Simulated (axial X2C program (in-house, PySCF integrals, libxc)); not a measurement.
**Low determinants of WBr⁻ at the PBE0 level, 2c**

Computed with an axial X2C code built on PySCF integrals. Two-component (2c) means X2C with spin–orbit coupling and atomic mean-field two-electron Coulomb and Gaunt terms. Basis: W dyall-acv3z [14s15p10d7f4g], Br dyall-acv3z [9s10p7d5f1g] (cores contracted in-house); Gaussian nuclei, density fitting, unrestricted open shells. Masses: W 183.951 u, Br 78.918 u.

Search at 2.510 Å (vertical energies from the lowest determinant):

```tsv
ΔE (eV)	state	electrons beyond evenly filled partner blocks	electrons in ±ω = 1/2, 3/2, 5/2, 7/2
0.00	Ω = 2	ω = -1/2, ω = 5/2	65 32 11 2
0.03	Ω = 3	ω = 1/2, ω = 5/2	65 32 11 2
0.57	Ω = 1	ω = -3/2, ω = 5/2	66 31 11 2
1.05	Ω = 1	ω = -1/2, ω = 3/2	65 33 10 2
1.18	Ω = 0	none	66 32 10 2
1.21	Ω = 4	ω = 3/2, ω = 5/2	66 31 11 2
1.24	Ω = 4	ω = 3/2, ω = 5/2	64 33 11 2
```

Lowest determinant, Ω = 2 (⟨Sz⟩ = 1.96, ⟨Lz⟩ = 0.04 at PBE0): Re = 2.505 Å, ωe = 198.3 cm⁻¹.

The determinant in row 2 of the search, Ω = 3 (⟨Sz⟩ = 2.95, ⟨Lz⟩ = 0.05 at PBE0), was followed along the bond at PBE0; measured from the minimum of the lowest determinant it gives:

Te = 0.000 eV (-1 cm⁻¹), Re = 2.601 Å, ωe = 162.7 cm⁻¹.

**Question.** Compare the bond of the determinant in row 2 with that of the lowest one.

**Answer.** At PBE0 its Re is 0.096 Å longer and its force constant, which goes as ωe², is 0.67 times that of the lowest determinant. T0 ≈ Te + Δωe/2 = -1 + (-18) = -19 cm⁻¹.

The search compares states at one distance, so a state with another bond length can lie lower; it is not exhaustive and yields mostly the lowest determinant of each block pattern, so other components and higher states of one pattern are missing. These are energies of single determinants, not of spin-adapted states; PBE0 term energies can be off by some tenths of an eV, and the functional has no current term. Open-shell Ω = 0 determinants with evenly filled partner blocks cannot be reached by this program, so the Ω shown need not be the lowest component. The lowest determinant need not be the ground state where others lie within half an eV. For an anion, determinants above electron detachment are held by the basis set. The highest occupied level of some functionals is positive through self-interaction error; at Hartree–Fock it is bound. Row 1 has a positive highest level at its minimum. Row 2 has a positive highest level at its minimum.
